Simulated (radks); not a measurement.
Effect of the nuclear size on neutral holmium, [Xe] 4f11 6s2. All-electron calculation, Dirac Kohn-Sham, LDA (Slater exchange, Perdew-Wang correlation), spin-unpolarised, spherical densities, finite nucleus; open shells fill j = l - 1/2 first; Fermi nuclear charge, rms radius 5.2022 fm. Program: a radial shooting solver on a logarithmic mesh with Libxc functionals. The rms radius is varied about that value; shifts are against it.

rms radius (fm)  total energy shift (eV)  density at nucleus (e/bohr^3)  1s1/2 shift (meV)  2s1/2 shift (meV)  5s1/2 shift (meV)  5p1/2 shift (meV)  6s1/2 shift (meV)  4f7/2 shift (meV)  6p1/2 (empty) shift (meV)
4.4011                             -8.16                      8.406e+05              -3350               -443              -3.36              0.369             -0.137              0.617                      0.121
4.8328                             -3.89                      8.188e+05              -1600               -211              -1.60              0.176             -0.065              0.294                      0.058
5.2022                                 0                      8.021e+05              0.000              0.000              0.000              0.000              0.000              0.000                      0.000
5.5976                              4.39                      7.858e+05               1800                238               1.81             -0.198              0.073             -0.332                     -0.065
6.1698                              11.1                      7.646e+05               4570                605               4.59             -0.503              0.187             -0.842                     -0.165

Slopes of the eigenvalues against <r^2> in GHz/fm^2, as finite differences over the two radii next to the reference (eigenvalue slopes, not the field-shift constants of lines): 1s1/2 103000, 2s1/2 13600, 5s1/2 103, 5p1/2 -11.3, 6s1/2 4.20, 4f7/2 -19.0, 6p1/2 (empty) -3.71.
